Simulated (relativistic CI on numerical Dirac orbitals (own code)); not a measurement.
# Mn³⁺ in a cubic cluster: 2p photoemission with charge transfer

Computed with a charge-transfer multiplet model of a cubic metal-ligand cluster with up to one ligand hole, Slater and spin-orbit integrals from Dirac-Coulomb-Breit ions, Slater integrals scaled by 0.9. The parameters are those of a tetrahedral site (10Dq negative, t2 hopping the larger). The ground state mixes d4 with configurations of k ligand holes L, whose averages lie at kΔ + k(k − 1)U_dd/2; a core hole lowers each added d electron by U_cd. 300 K, Lorentzian 0.6 eV and Gaussian 0.8 eV FWHM.

Atomic integrals in eV (Slater integrals scaled, ζ unscaled), ground: F2dd 10.219, F4dd 6.393, zeta_d 0.043; with the core hole: F2dd 11.797, F4dd 7.424, zeta_d 0.067, zeta_core 6.784, F2cd 6.923, G1cd 5.279, G3cd 3.001.

Cluster parameters (eV): Δ = 4.4, U_dd = 5.2, U_cd = 5.8, 10Dq(ligand) = 0, V(eg) = 0.68, V(t2g) = -1.15, final-state hopping factor = 1.

| Case | n_d | d4 | d5L | S |
| --- | --- | --- | --- | --- |
| 10Dq = -0.95 eV | 4.19 | 0.81 | 0.19 | 2.00 |
| 10Dq = -0.65 eV | 4.19 | 0.81 | 0.19 | 2.00 |
| 10Dq = -0.35 eV | 4.20 | 0.80 | 0.20 | 2.00 |

Weights, n_d and S are thermal averages at 300 K. Binding energies count from the first peak over 30 % of the highest in each spectrum, which can be another peak from case to case. The parameters are a model scan and need not match a compound or its usual spin state. Peaks in eV (height, largest 100):
- 10Dq = -0.95 eV: 0.0 (80), 1.5 (74), 3.2 (100), 5.2 (73), 14.4 (56), 17.7 (35)
- 10Dq = -0.65 eV: 0.0 (81), 1.5 (75), 3.3 (100), 5.3 (74), 14.4 (58), 17.8 (37), 23.2 (5)
- 10Dq = -0.35 eV: 0.0 (84), 1.5 (76), 3.3 (100), 5.3 (76), 14.4 (59), 17.8 (38), 23.2 (5)

Curve for 10Dq = -0.35 eV (points under 2 left out, the grid thinned):

```
E (eV)  Intensity
  -3.6        2.1
  -2.9        2.8
  -2.3        4.0
  -1.6        7.3
  -1.0       17.9
  -0.3       68.1
   0.3       74.6
   1.0       57.2
   1.7       74.3
   2.3       67.3
   3.0       95.4
   3.6       97.1
   4.3       79.2
   4.9       74.6
   5.6       75.1
   6.3       68.1
   6.9       62.7
   7.6       51.1
   8.2       42.0
   8.9       35.8
   9.5       32.5
  10.2       25.8
  10.8       22.3
  11.5       25.6
  12.2       33.2
  12.8       41.7
  13.5       49.6
  14.1       56.6
  14.8       53.8
  15.4       43.1
  16.1       36.4
  16.8       29.6
  17.4       35.5
  18.1       36.7
  18.7       29.3
  19.4       21.7
  20.0       18.1
  20.7       16.8
  21.4       11.6
  22.0        7.3
  22.7        5.4
  23.3        5.4
  24.0        4.5
  24.6        3.5
  25.3        2.1
```

For the case 10Dq = -0.35 eV, Δ = 4.4 eV is smaller than U_dd = 5.2 eV, the charge-transfer side of the Zaanen-Sawatzky-Allen scheme. With the core hole the average of the configuration with one ligand hole lies at Δ − U_cd = -1.4 eV before mixing: the effective hopping of about 2.4 eV (from the holes of the mixed ground state) is comparable with this gap or larger, so the configurations mix strongly.

With at most 1 ligand hole the space is cut while the next configuration still counts, so covalency is underestimated, and a final configuration with one more ligand hole, which can lie low, is missing from the spectra.
